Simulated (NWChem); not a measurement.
# Lowest excitation of Cl2Ge

```xyz
3

Ge     0.0000     0.0000    -0.7250
Cl    -1.7098     0.0000     0.6823
Cl     1.7098     0.0000     0.6823
```
Charge 0, spin multiplicity 1.

The numbers come from NWChem runs, not from measurements. All single points use one geometry, from PBE/def2-SVP, a minimum by its harmonic frequencies.

Basis set: def2-SVPD.

```csv
method,lowest vertical singlet excitation energy (eV),relative cost,difference from EOM-CCSD
TD-BHandHLYP,4.01,under 3,0.00
TD-B3LYP,3.80,under 3,-0.21
CIS,4.38,under 3,+0.36
EOM-CCSD,4.01,3,0.00
TD-PBE,3.65,1,-0.37
```

The values span 0.73 eV, from TD-PBE (lowest) to CIS (highest). Costs are rough ratios of processor time within this set of runs, SCF included, with TD-PBE as 1.

The Hamiltonian is non-relativistic. The correlated methods keep 19 core orbitals frozen. B3LYP has NWChem's definition, with VWN1-RPA local correlation. The structure started from a generated list of species. Coupled-cluster values serve here as a point of comparison, not as the truth.
